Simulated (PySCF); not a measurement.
CH3Cl2NSi2. Atoms are numbered in the order given.

```xyz
9

Cl     1.4629    -0.0990     1.6626
Si     0.2532     0.0212     0.0000
Cl     1.4629    -0.0990    -1.6626
C     -0.9838     1.4732     0.0000
N     -2.1553     0.9414     0.0000
Si    -1.8965    -0.8514     0.0000
H     -0.8608     2.5718     0.0000
H     -2.4408    -1.5063    -1.2190
H     -2.4408    -1.5063     1.2190
```

The structure is a stationary point at ωB97X-D3(BJ)/def2-SVP. The structure was generated by enumeration, and PubChem lists no compound with its InChIKey, so it may never have been made.

All values below come from PBE/def2-TZVP (PySCF).

Symmetry labels are those of the subgroup Cs that the program uses (full group Cs).

Computed valence orbital energies around the gap with their symmetry:
| orbital | symmetry | energy (eV) |
|---|---|---|
| HOMO−7 | A" | -9.62 |
| HOMO−6 | A' | -9.08 |
| HOMO−5 | A' | -8.69 |
| HOMO−4 | A" | -8.53 |
| HOMO−3 | A" | -8.18 |
| HOMO−2 | A" | -7.94 |
| HOMO−1 | A' | -6.96 |
| HOMO | A' | -6.02 |
| LUMO | A" | -2.87 |
| LUMO+1 | A' | -1.46 |
| LUMO+2 | A" | -1.16 |
| LUMO+3 | A' | -1.15 |
